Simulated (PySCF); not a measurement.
# Relaxation of triplet FOsN

Level of theory: PySCF, UPBE0, basis Os def2-TZVP with ECP60, N def2-TZVP, F def2-TZVP (scalar-relativistic core potentials, no spin–orbit coupling, density fitting). A (50,194) grid was used.

A hand-made bent start, of Cs symmetry, held to at least that symmetry:

Coordinates in bohr (charge 0 multiplicity 3):
```
Os   -0.0827    0.0000   -0.2954
N    -2.8071    0.0000    1.6123
F     2.9049    0.0000    1.7965
```

(1) What does it relax to?

(2) How much energy is released, and in how many steps?

## Answers

(1) It ends at Cs with Os–F 1.890 Å, Os–N 1.622 Å; F–Os–N 138.2° (after a last refinement on a finer grid). A frequency run shows a minimum. Other isomers or separated fragments may lie lower.

(2) 88.4 kJ/mol in 7 steps.

Other spin states or occupations of the open shell can lie lower. Spin–orbit coupling, left out here, can matter for elements this heavy.

The relaxation took about 40 core-seconds on a shared host.
